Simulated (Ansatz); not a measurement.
AlH$_{6}$NSeSi. Charge 0, multiplicity 1. The bonds changed during the relaxation, so this is another structure than the one it started from. The structure was optimised at the PBE0-D4/def2-TZVP level. It is one conformer, not always the lowest.

```xyz
10

N    -0.737    1.838   -0.598
Si    0.374    0.711    0.025
Al   -0.185   -1.237    1.327
Se    0.236   -1.524   -1.196
H    -0.593    2.344   -1.456
H    -1.699    1.839   -0.305
H     1.718    1.127   -0.460
H    -1.749   -1.420    1.531
H     0.952   -1.941    2.175
H     1.682   -1.737   -1.041
```

**Question.** What is the dipole moment at r2SCAN/def2-TZVPP? (Estimate.)

**Answer.** Ansatz gave: 2.66 D, with components (-0.11, 2.15, -1.57) D in this frame, pointing from negative to positive charge.

**Question.** And with PBE, B3LYP, ωB97M-V? (Estimate.)

**Answer.** Ansatz gave: PBE 2.62 D, B3LYP 2.57 D, ωB97M-V 2.55 D.

**Question.** Give the Mulliken charges with r2SCAN, PBE, ωB97M-V in def2-TZVPP. (Best estimate.)

**Answer.** Computed: 
```csv
atom,r2SCAN,PBE,ωB97M-V
N1,-0.43,-0.36,-0.34
Si2,0.21,0.15,0.17
Al3,0.41,0.28,0.29
Se4,-0.19,-0.16,-0.22
H5,0.17,0.16,0.13
H6,0.18,0.17,0.13
H7,-0.07,-0.05,-0.01
H8,-0.18,-0.13,-0.13
H9,-0.18,-0.13,-0.12
H10,0.09,0.08,0.10
```

B3LYP here is the variant with VWN-RPA as its local correlation; programs differ in this.
